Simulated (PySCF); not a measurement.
# Radial density of Cr⁺ (chromium, charge +1)

UHF, [Ar] 3d4 4p1, one real determinant (an excited configuration). All numbers are calculated (PySCF 2.14, no relativity, point nucleus, in cc-pwCVTZ (9s8p6d3f2g, 102 functions)).

```tsv
r (bohr)	4πr²ρ (e/bohr)	4πr²(ρα − ρβ)
0.000867	0.08443	0.0000
0.00146	0.2321	0.0000
0.00245	0.6263	-0.0001
0.00413	1.635	-0.0002
0.00694	4.042	-0.0005
0.0117	9.119	-0.0010
0.0196	17.66	-0.0019
0.0330	26.61	-0.0026
0.0556	27.56	-0.0018
0.0935	21.91	0.0041
0.157	28.05	0.0600
0.264	27.61	0.4523
0.445	10.94	1.7559
0.748	13.32	3.2340
1.26	6.988	2.3469
2.12	1.090	0.8014
3.56	0.3517	0.3505
5.99	0.06493	0.0649
10.1	0.0009834	0.0010
```

⟨L²⟩ = 8.02 against 12 for a pure F term, so this real determinant mixes terms.

Question: Where is the radial spin density 4πr²(ρα − ρβ) most negative, and why is it negative at all?

Answer: Around r = 0.0330 bohr, down to -0.0026 e/bohr: exchange with the open shell polarises the paired shells in an unrestricted calculation.
